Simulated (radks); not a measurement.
Si4+, 10 electrons, occupied as 1s1.75 2s2 2p6 3p0.25 (fractional occupations, a model configuration). Method: non-relativistic Kohn-Sham, exchange-only PBE, spin-polarised, spherical densities, point nucleus; open shells are filled with parallel spins first; computed with a radial shooting solver on a logarithmic mesh with Libxc functionals.

Local quantities along the radius. ELF = 1/(1 + alpha^2) is the electron localisation function; alpha = (tau - tau_W)/tau_unif compares the Pauli kinetic energy density with that of the uniform gas (summed over spins); s = |grad rho|/(2 (3 pi^2)^(1/3) rho^(4/3)) is the reduced gradient; 4 pi r^2 rho is in e/bohr.

r (bohr),ELF,alpha,s,4 pi r^2 rho
0.006531,1.000,0.01230,0.4141,0.7030
0.00837,1.000,0.01319,0.4212,1.096
0.01064,1.000,0.01437,0.4300,1.663
0.01353,1.000,0.01604,0.4414,2.478
0.0172,1.000,0.01845,0.4562,3.614
0.02186,1.000,0.02206,0.4757,5.127
0.02779,0.999,0.02770,0.5013,7.023
0.03561,0.999,0.03745,0.5367,9.280
0.04527,0.997,0.05436,0.5826,11.48
0.05755,0.992,0.08715,0.6439,13.26
0.07316,0.976,0.1572,0.7236,14.08
0.093,0.906,0.3219,0.8182,13.58
0.1182,0.659,0.7195,0.8942,11.96
0.1503,0.312,1.485,0.8455,10.16
0.1926,0.204,1.976,0.5675,9.515
0.2448,0.349,1.367,0.3227,10.81
0.3113,0.648,0.7372,0.3052,13.16
0.3957,0.819,0.4703,0.4140,14.47
0.503,0.868,0.3896,0.5838,13.07
0.6395,0.854,0.4135,0.8373,9.220
0.8195,0.739,0.5948,1.277,4.751
1.042,0.347,1.373,2.011,1.818
1.324,0.039,4.955,2.834,0.5599
1.684,0.026,6.078,2.469,0.2221
2.14,0.071,3.613,2.655,0.1255
2.721,0.051,4.310,4.588,0.05514
3.486,0.011,9.441,9.990,0.01280
4.432,0.001,34.86,26.57,0.001416

On this mesh the ELF has minima near r = 0.19, 1.5 bohr, which separate the shells, and maxima near 0.57 (0.87).
